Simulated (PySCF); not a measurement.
# Removing an electron from `[SiH3][S][GaH2]`

Compound: GaH₅SSi.
SMILES with atom numbers: `[SiH3:1][S:2][GaH2:3]` (hydrogens: H4, H5, H6 on Si1; H7, H8 on Ga3)

Structure used (PBE0-D3(BJ)/def2-SVP), in Å, numbered top down from 1:
```xyz
8
GaH5SSi angstrom
Si     1.4281   -0.1661    0.1828
S     -0.0781    1.2651    0.7466
Ga    -1.8569    0.3093   -0.1509
H      1.4769   -0.3550   -1.2977
H      2.7355    0.3773    0.6513
H      1.1866   -1.4913    0.8271
H     -1.6478   -1.0579   -0.8830
H     -3.1922    1.0963    0.0253
```

Level: CAM-B3LYP/def2-SVPD (PySCF). Frontier orbitals with their largest atomic shares (Löwdin; up to four atoms above 4 %):

```csv
orbital,ε (eV),main atoms
HOMO−3,-11.24,"S2 37 %, Si1 18 %, Ga3 17 %, H7 14 %"
HOMO−2,-10.15,"Ga3 29 %, H8 26 %, S2 17 %, Si1 12 %"
HOMO−1,-9.67,"S2 56 %, Ga3 18 %, H7 11 %, Si1 8 %"
HOMO,-8.90,?
LUMO,-0.82,"Ga3 59 %, S2 18 %, H7 10 %, H8 9 %"
LUMO+1,0.65,"S2 30 %, Ga3 25 %, Si1 15 %, H7 8 %"
LUMO+2,0.79,"Ga3 66 %, H8 9 %, H7 8 %, S2 7 %"
```

Problem. What vertical ionisation energy does ΔSCF give, and how far is −ε(HOMO) from it?

Solution. ΔSCF: 9.68 eV (934 kJ/mol; threshold wavelength 128 nm); ⟨S²⟩ of the doublet left behind is 0.755, against 0.75 for a pure doublet. −ε(HOMO) is 8.90 eV, 0.78 eV below it. In exact Kohn–Sham theory the two would be equal; CAM-B3LYP (range-separated hybrid) falls short of its own ΔSCF value by 8 %. Holes in the HOMO−1 and HOMO−2 were tried too where these lie within 1.2 eV of the HOMO; the lowest converged state counts.

Problem. On which atoms does the HOMO lie?

Solution. S2 (sulfur bonded to Ga and Si) 71 %, Si1 (SiH3 silicon) 12 %, Ga3 (gallium bonded to S and 2 H) 9 %, H6 (Si–H hydrogen) 4 %, so more than half of it is on one atom. The HOMO−1 lies 0.77 eV lower.

Problem. And the vertical electron affinity, the fundamental gap, Mulliken's electronegativity and the hardness (with the factor ½)?

Solution. EA = 0.11 eV by ΔSCF (−ε(LUMO) = 0.82 eV). IE − EA = 9.57 eV against an orbital gap of 8.08 eV; (IE + EA)/2 = 4.89 eV; (IE − EA)/2 = 4.79 eV.

Problem. Shift the occupied levels rigidly so that −ε(HOMO) equals the ΔSCF value. What binding energies result?

Solution. The shift is +0.78 eV: HOMO 9.68, HOMO−1 10.45, HOMO−2 10.93, HOMO−3 12.02 eV. A rigid shift is only a rough guide to the deeper ionisations.

Problem. The lowest singlet excitation (vertical TDDFT, same level) lies at 5.16 eV. How far is it below IE − EA?

Solution. IE − EA = 9.57 eV, so by 4.41 eV.

Problem. What total energies stand behind the ΔSCF value?

Solution. E(N) = -2615.25096 Eh and E(N − 1) = -2614.89522 Eh at the same geometry, 0.35574 Eh apart. With one more electron, E(N + 1) = -2615.25501 Eh.

Problem. What kinetic energy would electrons from this vertical process carry with He II light (40.814 eV)?

Solution. 40.81 − 9.68 = 31.13 eV.

Geometry: PBE0-D3(BJ)/def2-SVP, one conformer, isolated molecule. The calculation is non-relativistic, for gallium too.

The run behind these numbers computed excited states and ΔSCF ions as well. Time: 43 s wall; peak memory 0.59 GiB. Hardware: one thread, Arm Neoverse V2 (aarch64), no GPU, shared host.
